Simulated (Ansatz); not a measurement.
Input (CCSDT(Q)/def2-SVP; Ansatz, a quantum-chemistry and plane-wave program):

Ansatz 0.2 input:
```yaml
crystal:
  periodic: [false, false, false]
  atoms:
    - {symbol: Te, position_ang: [-0.00000000, -0.00000000, -1.28732366]}
    - {symbol: Te, position_ang: [0.00000000, 0.00000000, 1.28732366]}
basis:
  gaussian:
    orbitals: def2-SVP
magnetization: {spin_polarized: true, initial_magnetization: 2}
correlation: {method: ccsdt_q, electrons: outside_noble_gas}
```

Output:

```
Functional definition: HF
integrals: 0.07 GiB planned
1178 factors; integrals over basis functions are off by at most 7.2e-8 eV
mean field: 0.31 GiB planned
mean field evaluation 1: about -14531.0329 eV, gradient 4.9e0 eV
mean field evaluation 2: about -14531.1568 eV, gradient 5.2e0 eV
mean field evaluation 4: about -14531.4798 eV, gradient 7.9e-1 eV
mean field evaluation 8: about -14531.4932 eV, gradient 3.6e-3 eV
mean field evaluation 16: about -14531.4932 eV, gradient 8.8e-4 eV
mean field evaluation 32: about -14531.5277 eV, gradient 9.3e-4 eV
mean field evaluation 64: about -14531.4932 eV, gradient 1.3e-6 eV
mean field evaluation 96: about -14530.3999 eV, gradient 9.7e-4 eV
mean field evaluation 128: about -14528.5138 eV, gradient 1.4e-1 eV
mean field evaluation 160: about -14528.0033 eV, gradient 6.2e0 eV
mean field evaluation 192: about -14528.8263 eV, gradient 1.2e-3 eV
mean field evaluation 224: about -14528.5152 eV, gradient 1.9e-2 eV
mean field evaluation 256: about -14528.8263 eV, gradient 1.0e-2 eV
mean field -14531.52768787 eV, -534.0237927061 hartree, gradient 2.4e-6 eV, S^2 2.025262; 9 other end points of the search recorded, 0 dependent functions left out
determinant -14531.52768787 eV, -534.0237927061 hartree, with singles and doubles -14536.78144200 eV, -534.2168646092 hartree
determinant -14531.49320227 eV, -534.0225253836 hartree, with singles and doubles -14536.79542241 eV, -534.2173783796 hartree
determinant -14530.39986276 eV, -533.9823458977 hartree, with singles and doubles -14535.01395593 eV, -534.1519106941 hartree
determinant -14528.82625731 eV, -533.9245169639 hartree, with singles and doubles -14534.46889709 eV, -534.1318801510 hartree
determinant -14528.51517024 eV, -533.9130847249 hartree, with singles and doubles -14533.51164622 eV, -534.0967018306 hartree
determinant -14528.15968384 eV, -533.9000208407 hartree, with singles and doubles -14533.69071468 eV, -534.1032824751 hartree
determinant -14531.52768787 eV, -534.0237927061 hartree, with singles and doubles -14536.78494917 eV, -534.2169934951 hartree
determinant -14531.49320227 eV, -534.0225253836 hartree, with singles and doubles -14536.79544156 eV, -534.2173790835 hartree
mean field evaluation 288: about -14531.4932 eV, gradient 2.9e-3 eV
18 core orbitals not correlated
reference -14531.49320227 eV, -534.0225253836 hartree; 7, 5 occupied and 27, 29 virtual orbitals, 1178 factors
second order -4.85765942 eV of doubles, -0.00000000 eV of singles
coupled cluster: 0.31 GiB planned
cycle   1  -5.11707701 eV  change   -2.6e-1 eV  update   8.8e-2
cycle   2  -5.38537711 eV  change   -2.7e-1 eV  update   4.2e-2
cycle   3  -5.55220219 eV  change   -1.7e-1 eV  update   1.9e-2
cycle   4  -5.54044125 eV  change    1.2e-2 eV  update   5.4e-3
cycle   5  -5.54330960 eV  change   -2.9e-3 eV  update   3.2e-3
cycle   6  -5.54633128 eV  change   -3.0e-3 eV  update   1.6e-3
cycle   7  -5.54592435 eV  change    4.1e-4 eV  update   4.8e-4
cycle   8  -5.54609574 eV  change   -1.7e-4 eV  update   2.0e-4
cycle   9  -5.54607426 eV  change    2.1e-5 eV  update   6.1e-5
cycle  10  -5.54603382 eV  change    4.0e-5 eV  update   2.9e-5
cycle  11  -5.54607048 eV  change   -3.7e-5 eV  update   1.3e-5
cycle  12  -5.54607208 eV  change   -1.6e-6 eV  update   5.2e-6
cycle  13  -5.54607159 eV  change    4.9e-7 eV  update   1.8e-6
cycle  14  -5.54606972 eV  change    1.9e-6 eV  update   8.4e-7
cycle  15  -5.54606957 eV  change    1.5e-7 eV  update   3.6e-7
perturbative correction -0.02880378 eV, -0.0010585196 hartree
Total energy: -14537.06807563 eV, -534.2273982007 hartree
```

The determinant is spin-contaminated: <S^2> is 2.03, 0.03 over the pure value. The run finds its determinant to be a saddle point of the SCF energy.
